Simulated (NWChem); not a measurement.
## Basis-set convergence for H₅InS

SMILES: S.[InH3]
```xyz
7

In    -0.0207     0.7398     0.0000
H     -0.8754     0.8753    -1.5055
H     -0.8754     0.8753     1.5055
H      1.7170     0.8533     0.0000
S     -0.0439    -2.1419     0.0000
H      0.8759    -2.2927    -0.9778
H      0.8759    -2.2927     0.9778
```
Charge 0, spin multiplicity 1.

Everything below was run with NWChem. Structure: optimised with PBE0/def2-SVP with def2 effective core potentials on In, a minimum by its harmonic frequencies.

Quantity: first vertical ionisation energy at the level G0W0@PBE0.

Effective core potentials replace the inner electrons of In; spin-orbit coupling is left out. GW and range-separated runs recompute their integrals, the others keep them in memory, which bears on the times. The structure started from a generated list of species.

Relative cost: rough, from shared machines, SCF included, def2-SVP = 1.

### Question
In def2-TZVPP the value is 9.76 eV. Among def2-SVP, def2-SVPD, def2-TZVP, def2-TZVPD, which is the smallest basis within 0.05 eV of it?

### Answer
No smaller set comes that close. def2-TZVPP isn't the basis-set limit itself, and a small set can land close by cancellation.

| basis | functions | first vertical ionisation energy (eV) | relative cost |
|---|---|---|---|
| def2-SVP | 69 | 9.52 | 1 |
| def2-SVPD | 99 | 9.58 | under 3 |
| def2-TZVP | 117 | 9.63 | 3 |
| def2-TZVPD | 147 | 9.65 | 8 |
| def2-TZVPP | 162 | 9.76 | 6 |
